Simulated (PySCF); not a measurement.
Exercise with solution: entropy of an ideal gas

Al(H)2(PH2) (AlH₄P), SMILES [PH2][AlH2].

The structure is a stationary point at PBE-D3(BJ)/def2-TZVP.

PySCF with PBE-D3(BJ)/def2-TZVP gives the harmonic wavenumbers 198, 352, 391, 410, 596, 639, 751, 1049, 1860, 1877, 2324, 2340 cm⁻¹ and the rotational temperatures 3.0761, 0.2652, 0.2532 K. The molar mass is 61.99 g/mol, the symmetry number 1, the spin multiplicity 1.

Work out the entropy at 298.15 K and 1 atm in the rigid-rotor, harmonic-oscillator model.


Translation (Sackur–Tetrode at 1 atm): S = R[1.5 ln M + 2.5 ln T − 1.16487] = 160.2 J/(mol K).
Rotation: q = (√π/σ) T^1.5/√(θA θB θC) = 20100, S = R[ln q + 3/2] = 94.8 J/(mol K).
Vibration: with u = 1.4388 ν/T, each mode gives R[u/(e^u − 1) − ln(1 − e^−u)]:
```csv
ν (cm⁻¹),modes,u,S (J/(mol K))
198,1,0.96,9.00
352,1,1.70,4.84
391,1,1.89,4.17
410,1,1.98,3.88
596,1,2.88,1.91
639,1,3.08,1.62
751,1,3.62,1.05
1049,1,5.06,0.32
1860,1,8.98,0.01
1877,1,9.06,0.01
```
The stiffer modes add less than 0.005 each. Sum 26.8 J/(mol K).
Spin: R ln 1 = 0.0 J/(mol K).
Total 281.9 J/(mol K); the program's own thermochemistry gives 281.9. Translation makes up 57 % and vibration 10 %. Anharmonicity, hindered rotation and orbital degeneracy are left out.
